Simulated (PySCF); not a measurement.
Compound: C8H11 (doublet state).
Cartesian coordinates in Å at the GFN2-xTB level; atoms count from 1:
```xyz
19
C8H11 angstrom
C     -1.5818   -0.5580   -1.3344
C     -0.9582    0.2403   -0.1903
C     -1.6181   -0.1379    1.1415
C      0.5225    0.0318   -0.1016
C      1.2414   -1.0734   -0.3742
C      2.6186   -0.7793   -0.0908
C      2.8066    0.4564    0.3452
C      1.4476    1.1178    0.3860
H     -1.5034   -1.6249   -1.1421
H     -2.6349   -0.3058   -1.4379
H     -1.0779   -0.3366   -2.2725
H     -1.1381    1.3080   -0.3693
H     -2.6905    0.0386    1.0951
H     -1.2057    0.4514    1.9573
H     -1.4486   -1.1901    1.3577
H      0.8853   -2.0172   -0.7413
H      3.7121    0.9542    0.6297
H      1.4174    1.9946   -0.2639
H      1.1960    1.4396    1.3983
```

The hyperfine couplings belong to this conformer and change with its torsions.

As a line formula: `CC(C)C1=C[C]=CC1` [radical].

Level of theory: UKS B3LYP, pcH-1 on C H, non-relativistic, mean-field spin-orbit, GIAO in PySCF 2.14.0. One conformer (not necessarily the lowest) at the GFN2-xTB geometry, without solvent, vibrations or thermal averaging. Couplings are sensitive to structure, and on GFN2-xTB geometries they can be far from those on DFT ones. No stability test was run, so a lower SCF solution isn't excluded.

Problem. The isotropic 1H couplings, averaged over equivalent nuclei, are +37.6, +11.5, +5.9, -3.6, +0.3 MHz. Assign them to H9 (×6); H12; H16; H17; H18/H19.

Solution. 
```tsv
site	a_iso (MHz)	ρ(0) (bohr⁻³)	position	distance from C6 (Å)	bound to	spin population there	largest |T| (MHz)
H9 (×6)	+0.3	+0.0001	5 bonds from C6	4.74	C1/C3	0.00	1.5
H12	+5.9	+0.0013	4 bonds from C6	4.31	C2	+0.01	2.0
H16	+11.5	+0.0026	2 bonds from C6	2.23	C5	-0.03	12.1
H17	+37.6	+0.0084	2 bonds from C6, on C7 of spin population -0.13	2.17	C7	-0.13	11.4
H18/H19	-3.6	-0.0008	3 bonds from C6	3.03	C8	+0.08	5.4
```

ρ(0) is the spin density at the nucleus and T the dipolar tensor; entries for several nuclei are means. The largest Mulliken spin populations are on C6 (+1.01), C7 (-0.13) and C8 (+0.08). C6 is the only atom above +0.15.

Means are taken over nuclei equivalent by connectivity, which assumes that they swap fast.
